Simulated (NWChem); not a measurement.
## AgF (SMILES [F][Ag]): the vertical ionisation energy from total energies

AgF has 2 atoms, charge 0, and is taken as a singlet. As SMILES, `[F][Ag]`. Geometry: relaxed at PBE0-D4/def2-TZVP.

```xyz
2

F     0.8600   -0.3343    0.4256
Ag   -0.8305    0.2741   -0.4215
```

Both states at this one shape; open shells run unrestricted unless said. 1 Eh = 27.2114 eV.

```tsv
level	program	singlet AgF (Eh)	doublet AgF+ (Eh)
HF/def2-SVP (core potential)	NWChem	-245.425390	-245.103499
HF/def2-SVPD (core potential)	NWChem	-245.441750	-245.107751
HF/def2-TZVPD (core potential)	NWChem	-245.591107	-245.263268
```

Q: Work out the vertical ionisation energy at each level.

A: 
1. HF/def2-SVP (core potential): -245.103499 − (-245.425390) = 0.321891 Eh = 8.76 eV.
2. HF/def2-SVPD (core potential): -245.107751 − (-245.441750) = 0.333999 Eh = 9.09 eV.
3. HF/def2-TZVPD (core potential): -245.263268 − (-245.591107) = 0.327839 Eh = 8.92 eV.

No measured value is set beside it here; the levels span 8.76 to 9.09 eV. Spin-orbit coupling, which splits open shells on such heavy atoms by tenths of an eV, is left out.
